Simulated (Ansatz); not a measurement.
Input file for Ansatz (a quantum-chemistry and plane-wave program): R-RI-MP2/aug-cc-pVQZ on BF2H3O2 (a complex). Files ending in .json are basis or fitting sets from the Basis Set Exchange.

Ansatz 0.2 input:
```yaml
crystal:
  periodic: [false, false, false]
  atoms:
    - {symbol: O, position_ang: [1.10913440, 0.83477917, 0.23364021]}
    - {symbol: B, position_ang: [0.02755447, 0.03404821, 0.15971813]}
    - {symbol: O, position_ang: [-0.45671767, -0.51683024, 1.31371576]}
    - {symbol: F, position_ang: [-0.58259768, -0.23591742, -1.00411102]}
    - {symbol: H, position_ang: [1.39923321, 1.19001917, -0.61204094]}
    - {symbol: H, position_ang: [-1.22973408, -1.07785301, 1.19297458]}
    - {symbol: F, position_ang: [0.28764885, -0.34802433, 3.87962579]}
    - {symbol: H, position_ang: [0.09128515, -0.35689835, 2.96177547]}
basis:
  gaussian:
    orbitals: aug-cc-pVQZ
    fitting: {mean_field: def2-universal-JKFIT, correlation: aug-cc-pVQZ-RIFIT.json}
magnetization: {spin_polarized: false}
correlation: {method: mp2, electrons: outside_noble_gas}
scf: {lower_state_search: off}
```

Task: What total energy does the run end on?

Result: -376.6155 hartree.

Task: How many basis functions does it have, and what does it roughly cost on one machine?

Result: 538 functions; around 12 core-seconds (rough).
